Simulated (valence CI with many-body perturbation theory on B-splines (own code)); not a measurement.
Ho¹⁸⁺ in brief

Computed by relativistic CI+MBPT: three valence electrons over a frozen Dirac-Fock core [Kr] 4d10, a basis of 8 s, 8 p, 9 d, 9 f, 6 g, 3 h, 2 i functions for each j, with the one-electron correlation potential Σ1, the two-electron term Σ2, the three-electron term Σ3, Breit, model QED; selected CI, second order for the rest (own B-spline code, finite nucleus).

No measured levels were compared; by estimate terms of the open shell hold to a few per cent of their energy, and close levels can change places. Core correlation moves these levels by up to 40000 cm⁻¹, and in measured spectra 5 to 20 % of such shifts remained as error; rates that hang on mixing are uncertain with them.

Names give the largest LS component (configuration and term), which can be under half, so a name can repeat, a term be missing and a line seem to break the LS rules; names also repeat where a configuration has a term twice.

Rates and lifetimes use the calculated energies. Strong lines usually hold to 10 to 20 %, long lifetimes can be off by a factor of two.

Problem. What is the ground level?

Solution. 4f³ ⁴I°_9/2, composition 91 % 4f³ ⁴I° + 8 % 4f³ ²H°, g = 0.742.

Problem. Where does the other parity begin?

Solution. At 4f²5s ⁴H_7/2, 33.177 eV.

Problem. What is the ionisation energy?

Solution. 437.4 eV; NIST lists 441 ± 22 eV (theoretical).

Problem. How well does LS coupling describe the low levels?

Solution. Among the lowest 20 levels the leading LS term, summed over configurations, holds 78 % on average. For single configurations the figures are 78 % in LS and 68 % in jj coupling. Terms mix most in the J = 3/2 level at 6.188 eV, where the leading one holds 41 %.

Problem. Name the longest-lived excited levels whose lifetime is computed, and their main decay.

Solution. 4f³ ⁴G°_5/2 at 4.883 eV lives 569 ms, mostly by M1 to 4f³ ⁴F°_3/2; 4f³ ⁴S°_3/2 at 4.194 eV lives 337 ms, mostly by M1 to 4f³ ⁴F°_3/2; 4f³ ⁴F°_7/2 at 4.210 eV lives 264 ms, mostly by M1 to 4f³ ⁴I°_9/2. The lifetime of 4f³ ⁴F°_3/2 is too uncertain to give, and may be longer.

Problem. How is the term ⁴I° of the ground level split?

Solution. J = 9/2 at 0.000, J = 11/2 at 1.004, J = 13/2 at 1.970, J = 15/2 at 2.891 eV.
